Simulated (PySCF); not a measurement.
H3S (SMILES [SH3+]), charge +1, singlet, at a GFN2-xTB geometry. Base run: B3LYP/6-31G* in PySCF.

The PySCF input:
```python
from pyscf import gto, scf, dft

mol = gto.M(
    atom='''
S     0.105582   -0.001908    0.046136
H    -0.318222    0.997054   -0.765660
H    -0.350826   -0.980451   -0.772822
H    -1.020267    0.013923    0.800299
''',
    basis='6-31g*',
    charge=1,
    spin=0,
    verbose=4,
)

mf = dft.RKS(mol)
mf.xc = 'b3lyp'
mf.kernel()
```

The base run was repeated with changes; each row names its change, and settings that it needs were set with it.

```
change                                     ΔE vs base (µEh)  grid points  electrons on the grid
-----------------------------------------  ----------------  -----------  ---------------------
base                                                    0.0        48304               18.00000
small_rho_cutoff = 0                                    0.0        48304               18.00000
grids.level = 2                                        -1.6        27864               18.00001
grids.radi_method = mura_knowles                       -0.1        46360               18.00000
grids.level = 7                                        -0.2       235864               18.00000
grids.prune = dft.gen_grid.sg1_prune                    9.9        19368               17.99995
grids.atom_grid = (75, 302)                            -1.9        58168               18.00001
grids.prune = dft.gen_grid.treutler_prune              -0.1        43096               18.00000
grids.level = 5                                        -0.2       113672               18.00000
grids.atom_grid = (99, 590)                            -0.3       129520               18.00000
grids.level = 1                                        15.8        13736               17.99992
```
